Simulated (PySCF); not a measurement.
C5H11B.
Geometry (PBE0-D3(BJ)/def2-SVP, Å), atoms numbered from 1 in this order:
```
atom  x, y, z in Å
B1     2.1605   -0.4769    0.3645
C2     0.6117   -0.4754    0.3679
C3    -0.1787   -1.5225   -0.4257
C4    -1.6555   -1.1045   -0.2931
C5    -1.6437    0.3698    0.1781
C6    -0.1781    0.8127    0.1228
H7     2.7770   -1.5040    0.1796
H8     2.7780    0.5264    0.6499
H9     0.5097   -0.7267    1.4602
H10    0.0139   -2.5512   -0.0864
H11    0.1334   -1.4774   -1.4825
H12   -2.1943   -1.2288   -1.2445
H13   -2.1769   -1.7383    0.4406
H14   -2.3020    1.0133   -0.4248
H15   -2.0082    0.4357    1.2160
H16    0.0635    1.6132    0.8381
H17    0.0671    1.1973   -0.8825
```

The calculation used core-valence-separated Tamm–Dancoff BHandHLYP/aug-pcX-1 (pcseg-1 on H) in PySCF, non-relativistic, gas phase, PBE0-D3(BJ)/def2-SVP geometry. The energies are unshifted.

Q: Give energies, oscillator strengths and core holes at the B K edge.

A: 
```json
{"E (eV)": "185.40", "f": "0.0893", "core hole on": "B1", "main final orbital": "LUMO (75 %)"}
{"E (eV)": "190.84", "f": "0.0060", "core hole on": "B1", "main final orbital": "LUMO+2 (52 %)"}
{"E (eV)": "191.31", "f": "0.0036", "core hole on": "B1", "main final orbital": "LUMO+4 (37 %)"}
{"E (eV)": "191.37", "f": "0.0211", "core hole on": "B1", "main final orbital": "LUMO+3 (53 %)"}
{"E (eV)": "191.62", "f": "0.0037", "core hole on": "B1", "main final orbital": "spread"}
{"E (eV)": "192.25", "f": "0.0065", "core hole on": "B1", "main final orbital": "LUMO+3/LUMO+5 (2 roots, f summed)"}
```

The first line with a tenth or more of the strongest one's intensity is at 185.40 eV (f = 0.089), with the hole on B1 (three-coordinate boron). It is also the strongest listed.

Q: What does the C 1s absorption edge look like?

A: 
```
E (eV)       f  core hole on          main final orbital
283.36  0.0043            C2                 LUMO (90 %)
284.70  0.0099         C3/C6    LUMO (2 roots, f summed)
285.01  0.0227            C2               LUMO+1 (45 %)
285.20  0.0220         C4/C5  LUMO+1 (2 roots, f summed)
285.46  0.0145         C4/C5    LUMO (2 roots, f summed)
285.48  0.0302         C3/C6  LUMO+1 (2 roots, f summed)
285.77  0.0159            C5               LUMO+4 (50 %)
285.80  0.0241            C4               LUMO+4 (49 %)
286.11  0.0408         C3/C6  LUMO+4 (2 roots, f summed)
286.36  0.0011            C2               LUMO+4 (52 %)
286.52  0.0036            C2               LUMO+3 (89 %)
286.56  0.0054         C4/C5  LUMO+3 (2 roots, f summed)
286.62  0.0076         C3/C6  LUMO+3 (2 roots, f summed)
286.62  0.0017            C4               LUMO+5 (33 %)
286.65  0.0001            C2               LUMO+2 (83 %)
286.66  0.0007            C5                      spread
```

The first line with a tenth or more of the strongest one's intensity is at 283.36 eV (f = 0.004), with the hole on C2 (sp3 carbon bound to boron). The strongest listed is at 286.11 eV (f = 0.041, sum of 2; C3/C6).

Roots within 0.03 eV whose holes lie on the same, on equivalent or on shared atoms are summed into one line, and the highest roots are left out, as the search may have cut off their partners. Final orbitals are the ground state's empty Kohn–Sham orbitals.

Q: What length of transition dipole belongs to the line at 191.37 eV?

A: From f = (2/3) ΔE |μ|² in atomic units, with ΔE = 7.033 Eh and f = 0.0211: |μ| = 0.067 au = 0.17 D.

The ionisation thresholds weren't computed; near and above them a finite basis only mimics Rydberg series and continuum.

One conformer stands for the species.
